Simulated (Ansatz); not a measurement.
Consider the ligand exchange at a Ga–Cl bond: `[F][Ga]([F])[Cl]` + HBr → `[F][Ga]([F])[Br]` + HCl.

Computed with Ansatz on PBE0-D4/def2-TZVP structures; ΔE is electronic, products minus reactants. CBS: MP2 limit from def2 TZ/QZ plus the TZ coupled-cluster correction, frozen cores. This one scheme is used for every species. DFT in def2-TZVPP. B3LYP here is the variant with VWN-RPA as its local correlation; programs differ in this. HSE06 is defined as in plane-wave codes. For Br, Ga outer-core shells are correlated without core-valence functions, which leaves a few kJ/mol of doubt a bond. Scalar relativity is left out up to krypton.

```
             level  ΔE (kJ/mol)  difference from CCSD(T)/CBS
       LDA (SPW92)        -12.1                          1.4
            PBE-D4        -13.2                          0.3
         revPBE-D4        -12.7                          0.8
           BLYP-D4        -12.2                          1.3
         r2SCAN-D4        -12.1                          1.4
            B97M-V         -9.2                          4.3
           PBE0-D4        -13.5                          0.0
          B3LYP-D4        -12.7                          0.8
        r2SCANh-D4        -12.4                          1.1
          BHLYP-D4        -13.5                          0.0
      CAM-B3LYP-D4        -11.2                          2.3
           ωB97X-V        -11.5                          2.0
           ωB97M-V        -11.9                          1.6
            B2PLYP        -12.1                          1.4
          PBE-QIDH        -13.2                          0.3
               PBE        -12.7                          0.8
            revPBE        -12.5                          1.0
              BLYP        -11.3                          2.2
            r2SCAN        -12.0                          1.5
              PBE0        -13.0                          0.5
             B3LYP        -11.8                          1.7
           r2SCANh        -12.3                          1.2
           r2SCAN0        -12.7                          0.8
             HSE06        -13.0                          0.5
             BHLYP        -12.0                          1.5
         CAM-B3LYP        -10.6                          2.9
           LC-ωPBE        -11.3                          2.2
       HF/def2-SVP         -6.0                          7.5
      MP2/def2-SVP         -7.1                          6.4
     CCSD/def2-SVP         -5.5                          8.0
  CCSD(T)/def2-SVP         -5.5                          8.0
SCS-MP2/def2-TZVPP        -12.2                          1.3
   CCSD/def2-TZVPP        -12.5                          1.0
CCSD(T)/def2-TZVPP        -12.4                          1.1
     HF/def2-QZVPP        -11.3                          2.2
    MP2/def2-QZVPP        -13.7                         -0.2
SCS-MP2/def2-QZVPP        -12.4                          1.1
      HF/CBS(def2)        -11.2                          2.3
     MP2/CBS(def2)        -14.3                         -0.8
    CCSD/CBS(def2)        -13.5                          0.0
       CCSD(T)/CBS        -13.5                            0
```

Largest T1 diagnostic among the species: 0.014.

At CCSD(T), def2-SVP lies +8.0 kJ/mol from the extrapolated value and def2-TZVPP +1.1 kJ/mol. Leaving LDA and LC-ωPBE aside and taking each functional with its dispersion term where it has one, the values, not all of them listed here, spread over 4.3 kJ/mol, from HSE06-D4 to B97M-V.
